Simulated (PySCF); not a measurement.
C$_{4}$H$_{8}$, charge +1, doublet, geometry from GFN2-xTB (a state made from the parent by changing its charge; the spin is typed, not shown lowest); CCSD/6-31G (PySCF).

Input for PySCF:
```python
from pyscf import gto, scf, cc

mol = gto.M(
    atom='''
C    -1.136745   -0.864288    0.118182
C    -0.008362    0.060106    0.006648
C     1.339796   -0.443109   -0.254684
C    -0.219885    1.422442    0.149118
H    -1.339770   -1.037551    1.186133
H    -0.933353   -1.836650   -0.326099
H    -2.065288   -0.437385   -0.266777
H     1.461970   -1.487875    0.026435
H     2.115320    0.183192    0.189373
H     1.524733   -0.390641   -1.338853
H     0.564025    2.139690   -0.046927
H    -1.176459    1.816314    0.461124
''',
    basis='6-31g',
    charge=1,
    spin=1,
    verbose=4,
)

mf = scf.UHF(mol)
mf.kernel()

mycc = cc.CCSD(mf)
mycc.kernel()
print('E(CCSD) = %.10f' % mycc.e_tot)
```

### Question
Predict the main parts of the log of this PySCF run.

### Answer

```
PySCF version 2.14.0

[INPUT] verbose = 4
[INPUT] num. atoms = 12
[INPUT] num. electrons = 31
[INPUT] charge = 1
[INPUT] spin (= nelec alpha-beta = 2S) = 1
[INPUT] symmetry False subgroup None
[INPUT] Mole.unit = angstrom
[INPUT] Symbol           X                Y                Z      unit          X                Y                Z       unit  Magmom
[...]
nuclear repulsion = 120.275751923037
number of shells = 36
number of NR pGTOs = 120
number of NR cGTOs = 52
basis = 6-31g
ecp = {}

******** <class 'pyscf.scf.uhf.UHF'> ********
method = UHF
initial guess = minao
damping factor = 0
level_shift factor = 0
DIIS = <class 'pyscf.scf.diis.CDIIS'>
diis_start_cycle = 1
diis_space = 8
diis_damp = 0
SCF conv_tol = 1e-09
SCF conv_tol_grad = None
SCF max_cycles = 50
direct_scf = True
direct_scf_tol = 1e-13
number electrons alpha = 16  beta = 15
Set gradient conv threshold to 3.16228e-05
init E= -156.713310062903

cycle= 1 E= -155.680472283394  delta_E= 1.03  |g|= 0.325  |ddm|= 1.94
cycle= 2 E= -155.755110737776  delta_E= -0.0746  |g|= 0.113  |ddm|= 0.65
cycle= 3 E= -155.763958277737  delta_E= -0.00885  |g|= 0.0343  |ddm|= 0.147
cycle= 4 E= -155.765513140362  delta_E= -0.00155  |g|= 0.0117  |ddm|= 0.0822
cycle= 5 E= -155.765833582171  delta_E= -0.00032  |g|= 0.0078  |ddm|= 0.026
cycle= 6 E= -155.765981953269  delta_E= -0.000148  |g|= 0.00313  |ddm|= 0.0232
cycle= 7 E= -155.766017004873  delta_E= -3.51e-05  |g|= 0.00132  |ddm|= 0.0135
cycle= 8 E= -155.76602270459  delta_E= -5.7e-06  |g|= 0.000553  |ddm|= 0.00554
cycle= 9 E= -155.766023572381  delta_E= -8.68e-07  |g|= 0.000219  |ddm|= 0.00212
cycle= 10 E= -155.766023678593  delta_E= -1.06e-07  |g|= 8.11e-05  |ddm|= 0.000756
cycle= 11 E= -155.766023691749  delta_E= -1.32e-08  |g|= 2.41e-05  |ddm|= 0.000261
cycle= 12 E= -155.766023692917  delta_E= -1.17e-09  |g|= 1.13e-05  |ddm|= 6.54e-05
cycle= 13 E= -155.766023693236  delta_E= -3.19e-10  |g|= 4.14e-06  |ddm|= 3.62e-05
Extra cycle  E= -155.766023693264  delta_E= -2.72e-11  |g|= 2.67e-06  |ddm|= 6.89e-06
converged SCF energy = -155.766023693264  <S^2> = 0.75550443  2S+1 = 2.0054969

******** <class 'pyscf.cc.uccsd.UCCSD'> ********
CC2 = 0
CCSD nocc = (np.int64(16), np.int64(15)), nmo = (52, 52)
max_cycle = 50
direct = 0
conv_tol = 1e-07
conv_tol_normt = 1e-06
diis_space = 6
diis_start_cycle = 0
diis_start_energy_diff = 1e+09
Init t2, MP2 energy = -0.328449845334459
Init E_corr(UCCSD) = -0.328449845342393
cycle = 1  E_corr(UCCSD) = -0.361682520731655  dE = -0.0332326754  norm(t1,t2) = 0.0798699
cycle = 2  E_corr(UCCSD) = -0.372713247416817  dE = -0.0110307267  norm(t1,t2) = 0.0295274
cycle = 3  E_corr(UCCSD) = -0.378376008970111  dE = -0.00566276155  norm(t1,t2) = 0.0165619
cycle = 4  E_corr(UCCSD) = -0.37923574200809  dE = -0.000859733038  norm(t1,t2) = 0.00557555
cycle = 5  E_corr(UCCSD) = -0.378952266075606  dE = 0.000283475932  norm(t1,t2) = 0.00317522
cycle = 6  E_corr(UCCSD) = -0.378968632986347  dE = -1.63669107e-05  norm(t1,t2) = 0.000936156
cycle = 7  E_corr(UCCSD) = -0.378975855583183  dE = -7.22259684e-06  norm(t1,t2) = 0.000391687
cycle = 8  E_corr(UCCSD) = -0.378977018351695  dE = -1.16276851e-06  norm(t1,t2) = 0.000224948
cycle = 9  E_corr(UCCSD) = -0.378977944678958  dE = -9.26327262e-07  norm(t1,t2) = 0.000136445
cycle = 10  E_corr(UCCSD) = -0.378976761029141  dE = 1.18364982e-06  norm(t1,t2) = 6.02019e-05
cycle = 11  E_corr(UCCSD) = -0.378975561935351  dE = 1.19909379e-06  norm(t1,t2) = 2.25008e-05
cycle = 12  E_corr(UCCSD) = -0.378974794211756  dE = 7.67723595e-07  norm(t1,t2) = 8.45937e-06
cycle = 13  E_corr(UCCSD) = -0.378974681504972  dE = 1.12706784e-07  norm(t1,t2) = 3.66742e-06
cycle = 14  E_corr(UCCSD) = -0.378974755925043  dE = -7.44200718e-08  norm(t1,t2) = 1.26041e-06
cycle = 15  E_corr(UCCSD) = -0.378974791817578  dE = -3.58925342e-08  norm(t1,t2) = 5.39968e-07
UCCSD converged
E(UCCSD) = -156.1449984850812  E_corr = -0.3789747918175777
E(CCSD) = -156.1449984851
```
